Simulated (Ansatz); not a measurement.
Total energies of C$_{2}$F$_{5}$O$_{3}$S− (`O=S(=O)([O-])C(F)(F)C(F)(F)F`).

```xyz
11

O    -1.159    1.177    1.462
S    -1.495    0.145    0.507
O    -1.978    0.614   -0.773
O    -2.179   -1.008    1.048
C     0.167   -0.580    0.081
F     0.014   -1.589   -0.805
F     0.739   -1.099    1.191
C     1.212    0.378   -0.533
F     1.526    1.369    0.292
F     0.802    0.895   -1.684
F     2.349   -0.302   -0.786
```

Total charge -1; spin multiplicity 1. All single points use the PBE0-D4/def2-TZVPD geometry. It is one conformer, not always the lowest. Basis def2-TZVPPD, the Gaussian-basis code of Ansatz.

RPA on PBE orbitals: Hartree–Fock energy of these orbitals -1195.30543 Eh, correlation -3.67007 Eh (frozen core).

```
functional  energy without D4 (Eh)  D4 term (kJ/mol)
      PBE0             -1198.83187             -31.2
   LC-ωPBE             -1199.19942                 –
```

(1) Give the same for LDA (SPW92), PBE, revPBE, BLYP, r2SCAN, B97M-V, B3LYP, r2SCANh, r2SCAN0, HSE06 (plane-wave form), BHLYP, CAM-B3LYP, ωB97X-V, ωB97M-V, B2PLYP, PBE-QIDH. (An estimate is asked.)

B3LYP takes the VWN-RPA correlation (the form of Gaussian; ORCA's B3LYP/G). HSE06 is the plane-wave form, built on full-range PBE exchange. The double hybrids freeze the cores in their second-order part.

## Answers

(1) Ansatz gave: 
```json
{"functional": "LDA (SPW92)", "energy without D4 (Eh)": "-1193.02907", "D4 term (kJ/mol)": "–"}
{"functional": "PBE", "energy without D4 (Eh)": "-1198.82110", "D4 term (kJ/mol)": "-36.9"}
{"functional": "revPBE", "energy without D4 (Eh)": "-1199.41798", "D4 term (kJ/mol)": "-118.6"}
{"functional": "BLYP", "energy without D4 (Eh)": "-1199.66904", "D4 term (kJ/mol)": "-81.7"}
{"functional": "r2SCAN", "energy without D4 (Eh)": "-1199.40069", "D4 term (kJ/mol)": "-9.6"}
{"functional": "B97M-V", "energy without D4 (Eh)": "-1199.41476", "D4 term (kJ/mol)": "–"}
{"functional": "B3LYP", "energy without D4 (Eh)": "-1199.75923", "D4 term (kJ/mol)": "-58.9"}
{"functional": "r2SCANh", "energy without D4 (Eh)": "-1199.34803", "D4 term (kJ/mol)": "-10.0"}
{"functional": "r2SCAN0", "energy without D4 (Eh)": "-1199.27248", "D4 term (kJ/mol)": "-11.0"}
{"functional": "HSE06 (plane-wave form)", "energy without D4 (Eh)": "-1198.79233", "D4 term (kJ/mol)": "-28.8"}
{"functional": "BHLYP", "energy without D4 (Eh)": "-1199.40646", "D4 term (kJ/mol)": "-41.7"}
{"functional": "CAM-B3LYP", "energy without D4 (Eh)": "-1199.56239", "D4 term (kJ/mol)": "-31.3"}
{"functional": "ωB97X-V", "energy without D4 (Eh)": "-1199.44138", "D4 term (kJ/mol)": "–"}
{"functional": "ωB97M-V", "energy without D4 (Eh)": "-1199.56319", "D4 term (kJ/mol)": "–"}
{"functional": "B2PLYP", "energy without D4 (Eh)": "-1199.17730", "D4 term (kJ/mol)": "–"}
{"functional": "PBE-QIDH", "energy without D4 (Eh)": "-1198.65085", "D4 term (kJ/mol)": "–"}
```

LC-ωPBE has ω = 0.4 bohr⁻¹.
